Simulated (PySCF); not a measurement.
Which level of theory gave which numbers?

C3H6Cl2Si.
Numbering: `[CH2:1]=[CH:2][C@H:3]([Cl:4])[SiH2:5][Cl:6]` (hydrogens: H7, H8 on C1; H9 on C2; H10 on C3; H11, H12 on Si5)

Cartesian coordinates in Å at the PBE0-D3(BJ)/def2-SVP level; atoms count from 1:
```
atom  x, y, z in Å
C1     1.8550    0.8794    1.0435
C2     0.9250   -0.0356    0.7645
C3    -0.2474   -0.3170    1.6324
Cl4   -0.5005   -2.1012    1.8441
Si5   -1.8970    0.2733    0.9081
Cl6   -1.8047    2.3291    0.6724
H7     1.8391    1.4527    1.9755
H8     2.6617    1.0957    0.3393
H9     0.9640   -0.5924   -0.1793
H10   -0.1106    0.1060    2.6391
H11   -2.1042   -0.3589   -0.4212
H12   -2.9982   -0.0493    1.8526
```

The closed-shell ground state was solved 4 times with PySCF (density fitting, gas phase), always with PBE0, in these basis sets: IGLO-III, STO-3G, def2-SVP and pcSseg-1.

```json
{"row": "P", "total energy (Eh)": "-1327.3522", "HOMO (eV)": "-7.68", "LUMO (eV)": "-0.78", "dipole (D)": "0.70"}
{"row": "Q", "total energy (Eh)": "-1327.2134", "HOMO (eV)": "-7.81", "LUMO (eV)": "-0.82", "dipole (D)": "0.71"}
{"row": "R", "total energy (Eh)": "-1326.8121", "HOMO (eV)": "-7.64", "LUMO (eV)": "-0.57", "dipole (D)": "0.70"}
{"row": "S", "total energy (Eh)": "-1312.5465", "HOMO (eV)": "-6.01", "LUMO (eV)": "2.26", "dipole (D)": "0.34"}
```

Which basis belongs to which row?

P = IGLO-III, Q = pcSseg-1, R = def2-SVP, S = STO-3G. From the lowest total energy up: IGLO-III (297 functions) 0 eV; pcSseg-1 (153 functions) +3.78 eV; def2-SVP (126 functions) +14.70 eV; STO-3G (48 functions) +402.88 eV.

One conformer stands for the species.
